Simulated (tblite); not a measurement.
BrGeH₄N.
Cartesian coordinates in Å at the GFN2-xTB level; atoms count from 1:
```xyz
7
BrGeH4N angstrom
N     -1.0529    0.3851   -0.2166
Ge     0.5660   -0.3665    0.0236
Br     2.0118    1.3705   -0.0642
H     -1.3135    1.1730    0.3601
H     -1.8508   -0.2201   -0.3315
H      0.8149   -1.2758   -1.1468
H      0.8278   -1.0613    1.3484
```

Level: GFN2-xTB in tblite, geometry and Hessian alike; calculated harmonic values, unscaled, isolated species. Errors from tens to a few hundred cm⁻¹ against measured bands are possible. Modes of hydrogen on germanium can be 10 to 20 % off. One conformer, not necessarily the lowest.

Harmonic wavenumbers (cm⁻¹): 150.6, 199.6, 301.2, 462.6, 487.6, 584.0, 656.0, 671.6, 772.6, 812.8, 1481.5, 1832.1, 1963.8, 3428.2, 3472.2.

A = 11416, B = 2006, C = 1749 MHz; mass 170.874 u (most abundant isotopes); point group C1, symmetry number 1.

Zero-point energy?

Half the sum of the wavenumbers: 8638 cm⁻¹ = 103.34 kJ/mol.

Give the ideal-gas entropy at 273.15 K and 1 bar in the rigid-rotor, harmonic-oscillator model (classical rotation).

Translation 171.15, rotation 109.73, vibration 34.51: S = 315.4 J/(mol K).

And Cp and H(273.15 K) − H(0)?

Cp = 81.05 J/(mol K), of which vibrations give 47.80 (their classical limit is 15 R = 124.7); H(273.15 K) − H(0) = 14.94 kJ/mol without the zero-point energy, 5.85 from vibrations.

Which modes carry the vibrational entropy at 273.15 K?

150.6 cm⁻¹: 10.45; 199.6 cm⁻¹: 8.27; 301.2 cm⁻¹: 5.30; 462.6 cm⁻¹: 2.70; 487.6 cm⁻¹: 2.44; 584.0 cm⁻¹: 1.63 J/(mol K); the other 9 give 3.71 together.

How do the functions run with temperature in this model?

```tsv
T (K)	S (J/(mol K))	Cp (J/(mol K))	H − H(0) (kJ/mol)	G − H(0) (kJ/mol)	ln q(vib)
150	274.3	57.1	6.35	-34.80	0.52
250	308.4	77.2	13.11	-63.99	1.36
298.15	322.7	84.9	17.01	-79.19	1.81
400	349.4	97.2	26.32	-113.45	2.80
600	392.0	112.8	47.45	-187.78	4.71
900	440.7	126.7	83.56	-313.03	7.28
```

q(vib) and H(0) count from the zero-point level.

What must be added to the electronic energy to get the Gibbs energy at 273.15 K and 1 bar?

ZPE + [H(273.15 K) − H(0)] − T·S = 103.34 + 14.94 − 86.15 = 32.13 kJ/mol.

Hindered rotation and anharmonicity are outside this model. Other conformers, if any are populated, would add a mixing term that is left out. The structure is chiral; the term R ln 2 for an equal mix with its mirror image is left out.

Hardware: an Intel Xeon at 2.50 GHz with one thread, shared host. Cost: 0.37 s wall. This covers the Hessian and the dipole derivatives.
